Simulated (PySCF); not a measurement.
**Computed properties of C3H7BF2O, SMILES C[C@@H](O)B(F)CF**

C₃H₇BF₂O, SMILES C[C@@H](O)B(F)CF. Geometry optimised at r2SCAN-D4/def2-SVP. The structure was generated by enumeration; whether it is a known compound was not checked. One conformer was computed; it need not be the lowest. All values are computed for the isolated molecule unless a solvent is named; none is compared with measurement here.

**Structure.** All 36 harmonic modes at r2SCAN-D4/def2-SVP (PySCF) are real, so it is a minimum. With heavy atoms numbered as in [CH3:1][C@@H:2]([OH:3])[B:4]([F:5])[CH2:6][F:7], the shortest bond between them is B4–F5 at 1.330 Å and the longest B4–C6 at 1.576 Å.

**Vibrations.** The strongest infrared lines (harmonic, unscaled, degenerate partners summed) lie at 1282 cm⁻¹ (135 km/mol, H 45 %, B 25 %, C 17 %, F 12 %), 1099 cm⁻¹ (113 km/mol, C 41 %, H 22 %, O 16 %, B 12 %, F 9 %), 325 cm⁻¹ (99 km/mol, H 88 %). The softest mode is at 64 cm⁻¹ and the zero-point energy is 66.7 kcal/mol.

**Electronic structure.** ωB97X/def2-TZVP (PySCF) places the frontier levels at -10.52 and 1.84 eV, a gap of 12.36 eV, and gives a dipole moment of 1.25 D and a mean polarisability of 53.5 bohr³. PBE/def2-TZVP (PySCF) at the same geometry gives -6.34 and -1.47 eV, so its gap is 7.49 eV narrower. An orbital gap is neither the optical nor the fundamental gap.

**Excitations.** TDA-PBE0/def2-SVPD (PySCF) has S1 at 6.13 eV (202 nm, f = 0.001, dark); the most intense of the 6 singlets computed lies at 6.35 eV (f = 0.03). T1 (TDA) is at 5.60 eV, 0.53 eV under S1. TDA-PBE/def2-SVPD (PySCF) puts S1 at 4.99 eV. No vertical singlet excitation falls in the visible range (under 3.1 eV).

**NMR.** GIAO shifts at PBE0/pcSseg-1 (PySCF) (non-relativistic, atoms alike by connectivity averaged): ¹³C from 22.6 to 82.5 ppm against TMS; ¹H from 0.2 to 4.8 ppm against TMS; ¹⁹F from -303.5 to -42.9 ppm against CFCl3; ¹¹B at 47.1 ppm against BF3.
